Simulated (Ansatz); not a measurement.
Relaxation of Al2ClH7N2O (13 atoms, charge 0, multiplicity 1), to a largest force component of 0.03 eV/Å in at most 50 steps.

The calculation used Ansatz, RKS PBE0-D4/def2-SVP.

```xyz
13
Properties=species:S:1:pos:R:3:forces:R:3
Al 0.119 0.591 -0.214 0.11 0.36 0.62
Cl -0.286 -1.424 2.529 0.23 1.08 -0.04
N 1.557 -0.116 -0.960 -0.01 0.00 0.00
H 1.560 -0.704 -1.785 0.00 0.00 0.01
H 2.481 -0.100 -0.546 0.00 0.00 0.00
N -1.490 0.464 -0.930 -0.01 0.01 0.01
H -1.737 -0.136 -1.707 0.00 0.00 0.00
H -2.324 0.882 -0.538 0.00 0.00 0.00
O 0.345 1.596 1.207 -0.13 -0.60 -0.45
Al 0.767 3.039 1.999 0.01 -0.02 0.05
H 1.030 2.954 3.562 -0.01 0.01 -0.01
H 0.882 4.392 1.178 0.00 0.00 -0.02
H -0.011 -0.119 2.542 -0.18 -0.85 -0.16
```

Where does it end, and by what steps?

It converged. After 34 steps the energy has fallen by 2.992 eV; H11 moved furthest, 2.47 Å. Parted: Cl2–H13 (1.33 → 3.72 Å). Joined: Al1–Cl2 (3.43 → 2.13 Å), Al1–Al10 (3.36 → 2.86 Å), N6–Al10 (4.51 → 1.96 Å), O9–H13 (2.20 → 0.96 Å).

| step | energy less start (eV) | largest force component (eV/Å) | accepted |
| --- | --- | --- | --- |
| 0 | 0.0000 | 1.082 | yes |
| 2 | -0.1224 | 0.639 | yes |
| 4 | -0.1367 | 0.147 | yes |
| 6 | -0.1477 | 0.131 | yes |
| 8 | -0.2116 | 0.625 | yes |
| 10 | -0.4407 | 1.101 | yes |
| 12 | -0.8213 | 1.555 | yes |
| 14 | -1.0026 | 0.550 | yes |
| 16 | -1.1035 | 0.519 | yes |
| 18 | -1.3706 | 0.460 | yes |
| 20 | -1.9875 | 1.146 | yes |
| 22 | -2.6231 | 0.687 | yes |
| 24 | -2.8179 | 0.400 | yes |
| 26 | -2.9079 | 0.147 | yes |
| 28 | -2.9458 | 0.434 | yes |
| 30 | -2.9777 | 0.191 | yes |
| 32 | -2.9898 | 0.143 | yes |
| 34 | -2.9924 | 0.023 | yes |

```xyz
13
Properties=species:S:1:pos:R:3
Al 0.322 -0.108 0.430
Cl -0.757 -1.700 1.341
N 1.527 -0.555 -0.792
H 2.244 0.046 -1.179
H 1.623 -1.492 -1.165
N -0.944 1.308 0.001
H -0.905 1.618 -0.970
H -1.906 1.012 0.175
O 0.937 1.114 1.672
Al -0.217 2.554 1.328
H -1.215 2.795 2.542
H 0.575 3.734 0.608
H 1.610 0.992 2.345
```

Whether the end is a true minimum wasn't checked by a vibrational analysis.

The run took 2.6 min on 4 threads of Arm Neoverse N1, with other jobs on the host, peak memory 0.34 GiB.
